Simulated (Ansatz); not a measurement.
Reaction (ligand exchange at a B–Se bond): `CB(Cl)[SeH]` + `N=C=O` → `CB(Cl)N=C=O` + H₂Se

Gas-phase electronic energies from Ansatz, PBE0-D4/def2-TZVP geometries. CCSD(T)/CBS adds triple-zeta CCSD(T) − MP2 to the extrapolated MP2 energy (def2 sets, frozen cores). This one scheme is used for every species. DFT in def2-TZVPP. For Se outer-core shells are correlated without core-valence functions, which leaves a few kJ/mol of doubt a bond. Scalar relativity is left out up to krypton. Each species was taken in one conformer, which may not be the lowest.

```json
{"level": "ωB97M-V", "ΔE (kJ/mol)": "-38.7"}
{"level": "PBE-QIDH", "ΔE (kJ/mol)": "-33.9"}
{"level": "BLYP", "ΔE (kJ/mol)": "-41.8"}
{"level": "r2SCAN", "ΔE (kJ/mol)": "-34.8"}
{"level": "CCSD/def2-SVP", "ΔE (kJ/mol)": "-52.7"}
{"level": "HF/def2-TZVPP", "ΔE (kJ/mol)": "-55.1"}
{"level": "MP2/def2-TZVPP", "ΔE (kJ/mol)": "-31.2"}
{"level": "CCSD/def2-TZVPP", "ΔE (kJ/mol)": "-37.0"}
```

(1) What does CCSD(T)/CBS give? (Estimate.)

Largest T1 diagnostic among the species: 0.018.

Results:

(1) Ansatz gave: -31.0 kJ/mol. The listed levels differ from it by -7.7, -2.9, -10.8, -3.8, -21.7, -24.1, -0.2, -6.0 kJ/mol.

At CCSD(T), def2-SVP lies −19.3 kJ/mol from the extrapolated value and def2-TZVPP −2.9 kJ/mol. Leaving LDA and LC-ωPBE aside and taking each functional with its dispersion term where it has one, the values, not all of them listed here, spread over 16.1 kJ/mol, from CAM-B3LYP-D4 to revPBE-D4. LDA lies −3.6 kJ/mol from PBE without D4. From BLYP to BHLYP (50 % exact exchange), in def2-TZVPP and without D4, ΔE moves by −6.4 kJ/mol.
